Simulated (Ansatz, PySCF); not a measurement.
B(I)2(Me) (CH₃BI₂), SMILES IB(C)I. Atoms are numbered in the order given.

```xyz
7

B      0.6754    -0.1802     0.4525
I     -0.9641    -1.5603     0.3289
I      0.5446     1.6792    -0.6120
C      1.9614    -0.5467     1.2520
H      2.5008     0.3372     1.6238
H      2.6428    -1.0643     0.5483
H      1.7673    -1.2460     2.0788
```

Coordinates come from a B3LYP-D3(BJ)/def2-SVP optimisation. The def2 effective core potentials stand for the cores of I; spin–orbit coupling is left out.

Two levels are set side by side: PBE-D3(BJ)/def2-SVP (Ansatz, an electronic-structure program) and B3LYP-D3(BJ)/def2-SVP (Ansatz). Each level has its own optimised geometry; the coordinates shown are those of the second. Frequencies come from the Hessian of PySCF at each geometry. Differences are taken from unrounded values.

| quantity | B3LYP-D3(BJ) |
|---|---|
| mean bond length (Å) | 1.527 |
| bond B1–I2 (Å) | 2.147 |
| bond B1–I3 (Å) | 2.147 |
| bond B1–C4 (Å) | 1.558 |
| bond C4–H5 (Å) | 1.100 |
| bond C4–H6 (Å) | 1.108 |
| bond C4–H7 (Å) | 1.100 |
| highest harmonic wavenumber (cm⁻¹) | 3139 |
| mean harmonic wavenumber (cm⁻¹) | 1196 |
| zero-point energy (kcal/mol) | 25.64 |

### Question
What does PBE-D3(BJ) give, and how far is it from B3LYP-D3(BJ)? (The exact figures need the calculation; the answer reports its results.)

### Answer

| quantity | PBE-D3(BJ) | PBE-D3(BJ) minus B3LYP-D3(BJ) |
|---|---|---|
| mean bond length (Å) | 1.531 | 0.004 |
| bond B1–I2 (Å) | 2.146 | -0.001 |
| bond B1–I3 (Å) | 2.146 | -0.001 |
| bond B1–C4 (Å) | 1.562 | 0.004 |
| bond C4–H5 (Å) | 1.108 | 0.007 |
| bond C4–H6 (Å) | 1.115 | 0.007 |
| bond C4–H7 (Å) | 1.108 | 0.008 |
| highest harmonic wavenumber (cm⁻¹) | 3088 | -51 |
| mean harmonic wavenumber (cm⁻¹) | 1166 | -30 |
| zero-point energy (kcal/mol) | 25.01 | -0.63 |
